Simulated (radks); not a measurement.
Q: Excited configurations of Hf: one electron is placed in a higher orbital outside [Xe] 4f14 5d1 6s2. The ground configuration is [Xe] 4f14 5d2 6s2. Calculated with a radial shooting solver on a logarithmic mesh with Libxc functionals: scalar-relativistic Kohn-Sham, BLYP, spin-polarised, spherical densities, finite nucleus; open shells are filled with parallel spins first (spin-orbit coupling, left out, can overturn this in heavy ions); Fermi nuclear charge, rms radius 5.347 fm. Excitation = E - E(ground); binding = E(ion) - E, where the ion is the core of charge +1; n* = 1/sqrt(2 binding) in atomic units, and the quantum defect is n - n*.

outer orbital  excitation (eV)  binding (eV)     n*  quantum defect  eigenvalue (eV)  <r> (bohr)
6p                       2.138         4.542  1.731           4.269           -2.292       4.582
6d                       5.144         1.536  2.976           3.024           -0.637       10.39
7p                       4.922         1.758  2.782           4.218           -0.983       11.33

Estimate the row for 7s.

A: excitation (eV) 4.232; binding (eV) 2.447; n* 2.358; quantum defect 4.642; eigenvalue (eV) -1.393; <r> (bohr) 8.664. The Delta-SCF ionisation energy is 6.680 eV (NIST Atomic Spectra Database: 6.825 eV, measured). Self-interaction in the functional shifts the binding energies and quantum defects, so they are the method's values and not measured ones. Open shells are spherical and high-spin; term and fine-structure splittings are not resolved. Spin-orbit splitting is averaged out at the scalar-relativistic level.
